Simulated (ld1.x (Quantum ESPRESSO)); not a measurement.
**Before and after: TM potential for nitrogen (N)**

N, norm-conserving Troullier–Martins (Kleinman–Bylander form), made with ld1.x (Quantum ESPRESSO) 7.5 (PBE, fully relativistic). Core [He], reference 2s2 2p2 (charge +1). Waves: 2s (bound): rc 0.90 bohr; 2p (bound): rc 2.20 bohr. Local part: the p channel. Core correction: none.

Open shells are filled in proportion to 2j + 1 (rel_dist='average').

Change: wave 2s (bound): rc 0.90 bohr becomes 2s (bound): rc 1.02 bohr.

Cutoffs: the cutoffs (Ry, on a coarse ladder) from which the occupation-weighted sum of valence levels, in a spherical-Bessel basis at the reference potential, stays within 10 and 1 mRy of its value at 400 Ry; they do not see the model core or the augmentation charge, which bear on the density cutoff. Errors are all-electron minus pseudo energies relative to the spin-unpolarised reference configuration.

**Question.** Predict the effect on cutoff, ghosts and configuration errors.

**Answer.** The potential gets softer (55 Ry and 140 Ry → 50 Ry and 120 Ry); of the 7 tests that both files solve, the error grows in 1 and shrinks in 0 by more than 15 % and 0.3 meV (median size 134.9 → 143.0 meV); neither file shows a bound ghost. A larger radius leaves more room for a smooth pseudo-wave, so fewer plane waves are needed.

```tsv
quantity	base	changed
cutoff, loose	55 Ry	50 Ry
cutoff, tight	140 Ry	120 Ry
loose cutoff by channel (10 mRy a level)	s 50 Ry, p 30 Ry	s 45 Ry, p 30 Ry
bound ghosts	none	none
error for 2s2 2p3, meV [ΔE -13.59 eV]	+9.6	+11
error for 2s2 2p1, meV [ΔE 28.85 eV]	+197	+200
error for 2s2 2p0, meV [ΔE 75.94 eV]	+1412	+1426
error for 2s1 2p4, meV [ΔE -2.08 eV]	+135	+143
error for 2s1 2p0, meV [ΔE 153.75 eV]	+2550	+2554
error for 2s1 2p3, meV [ΔE 11.78 eV]	+5.6	+10
error for 2s2 2p2.5, meV [ΔE -8.50 eV]	+9.8	+10
s: phases at 2.39 bohr within 0.05 rad from the reference energy up to (Ry; the scan ends near 5)	-0.2	-0.2
p1/2: phases at 2.39 bohr within 0.05 rad from the reference energy up to (Ry; the scan ends near 5)	-0.1	-0.1
p3/2: phases at 2.39 bohr within 0.05 rad from the reference energy up to (Ry; the scan ends near 5)	-0.1	-0.1
```
